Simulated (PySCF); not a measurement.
Level of theory: PBE-D3(BJ)/def2-TZVP // CAM-B3LYP-D3(BJ)/def2-TZVP run with PySCF. Isolated molecules, 0 K electronic values unless said otherwise. One relaxed conformer stands for a flexible species; it need not be the lowest. Excitations are Tamm–Dancoff values on a coarser integration grid. The basis has no diffuse functions, so Rydberg states are missing or too high.

Reference species (SMILES): `C(/C(=C)Cl)=C\[SiH3]` (Cl–C–C–C torsion 0°) (neutral, multiplicity 1).

```
Property                Value
-------------------  --------
T1 excitation (TDA)   3.11 eV
HOMO–LUMO gap         3.76 eV
S1–T1 gap (TDA)       1.96 eV
HOMO                 -6.19 eV
```

After one change: the T1 excitation (TDA) decreases by 0.08 eV; the HOMO–LUMO gap falls by 0.11 eV; the S1–T1 gap (TDA) falls by 0.10 eV; the HOMO hardly moves.

Question: What was changed between the two runs? The new species is one of these.
(A) `C=C/C([SiH3])=C/Cl` (C–C–C–Si torsion 0°)
(B) `C=C/C([SiH3])=C\Cl` (C–C–C–Si torsion 0°)
(C) `[SiH3]/C=C/C=C\Cl` (C–C–C–C torsion 180°)
(D) `C=C/C(Cl)=C\[SiH3]` (C–C–C–Cl torsion 0°)

Answer: D, `C=C/C(Cl)=C\[SiH3]` (C–C–C–Cl torsion 0°)
